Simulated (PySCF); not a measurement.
C₅H₁₁FO₃Si.
Atom-mapped SMILES: `[CH3:1][CH2:2][O:3][Si@@H:4]([OH:5])[O:6][C@@H:7]1[CH2:8][C@@H:9]1[F:10]`

Definitions: NICS(0) = −σiso at the ring centroid; NICS(1) = −σiso and NICS(1)zz = −σzz at ±1 Å along the ring normal z. Level: GIAO PBE0/pcSseg-1 (PySCF, non-relativistic, gas phase) on the GFN2-xTB geometry, one conformer.

Ring bond lengths (Å), with Mayer bond orders in brackets: C7–C8 1.509 (0.93), C8–C9 1.497 (0.94), C9–C7 1.503 (0.94).

**Question.** Give the NICS values of each ring in ppm.

**Answer.** 
```tsv
ring	type	NICS(0)	NICS(1), two faces	NICS(1)zz, two faces	rms pucker (Å)	centre to ring atoms, mean (Å)
C7–C8–C9	3-membered carbocycle; formal bonds all single	-32.9	-10.1 / -4.8	-24.7 / -13.2	0.00	0.87
```

**Question.** What can be read from them?

**Answer.** 
- C7–C8–C9: mean NICS(1)zz -18.9 ppm, shielded. C7, C8, C9 have four or more neighbours, and the NICS criterion for π rings isn't applied. The two faces differ by 11.5 ppm, so no symmetry operation interchanges them. NICS(0) lies 25 ppm below the mean NICS(1).

**Question.** At the first NICS(1) probe listed for ring C7–C8–C9, 1 Å off the ring, how large is the induced field along the normal in 14.1 T applied along it?

**Answer.** NICSzz × B0 = -24.7 ppm × 14.1 T = -348 μT, against the applied field.

**Question.** List the ring angles and the Hirshfeld charges of the ring atoms.

**Answer.** 
- C7–C8–C9: C7 59.6° (+0.033 e), C8 60.0° (-0.109 e), C9 60.4° (+0.038 e); sum 180.0° against 180° for a flat convex ring.

Hardware: one thread of an Arm Neoverse N1, no GPU, shared host. Cost: 1.9 min of wall time (grids of density and orbitals included), 1.1 GiB resident at most. This is the whole shielding run at PBE0/pcSseg-1, SCF included.
